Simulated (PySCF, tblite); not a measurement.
Isomers of C6H13NSSi. All values are computed: GFN2-xTB (tblite) harmonic vibrations without scaling, gas phase. Errors from tens to a few hundred cm⁻¹ against measured bands are possible. Modes of hydrogen on silicon can be 10 to 20 % off. One conformer each.

Electronic energies: PBE0/pcSseg-1 single points on the GFN2-xTB geometries (PySCF, gas phase).

| SMILES | electronic energy, lowest = 0 (kcal/mol) |
| --- | --- |
| CC(=S)[C@H]1CCN([SiH3])C1 | 1.4 |
| CN[C@@H]1C[C@@]12C[C@@H]2S[SiH3] | 35.3 |
| CCNC(=S)[C@@H]1CC[SiH2]1 | 0.0 |

Problem. How do GFN2-xTB zero-point energies change the relative energies?

Solution. 
| SMILES | ZPE (kcal/mol) | of it from modes above 1550 cm⁻¹ | electronic (kcal/mol) | with ZPE, lowest = 0 (kcal/mol) | lowest mode (cm⁻¹) | rings |
| --- | --- | --- | --- | --- | --- | --- |
| CCNC(=S)[C@@H]1CC[SiH2]1 | 110.7 | 54.2 | 0.0 | 0.0 | 10 | 1 |
| CC(=S)[C@H]1CCN([SiH3])C1 | 109.8 | 52.1 | 1.4 | 0.6 | 32 | 1 |
| CN[C@@H]1C[C@@]12C[C@@H]2S[SiH3] | 108.9 | 56.0 | 35.3 | 33.5 | 47 | 2 |

The zero-point energies span 1.8 kcal/mol, from `CN[C@@H]1C[C@@]12C[C@@H]2S[SiH3]` to `CCNC(=S)[C@@H]1CC[SiH2]1`. The order is unchanged.

Problem. And how do the electronic energies of GFN2-xTB itself compare?

Solution. `CCNC(=S)[C@@H]1CC[SiH2]1` 26.0; `CC(=S)[C@H]1CCN([SiH3])C1` 0.0; `CN[C@@H]1C[C@@]12C[C@@H]2S[SiH3]` 35.7 kcal/mol, lowest = 0. Against the energies above, taken from the same isomer `CCNC(=S)[C@@H]1CC[SiH2]1`, the largest difference is 27.4 kcal/mol.
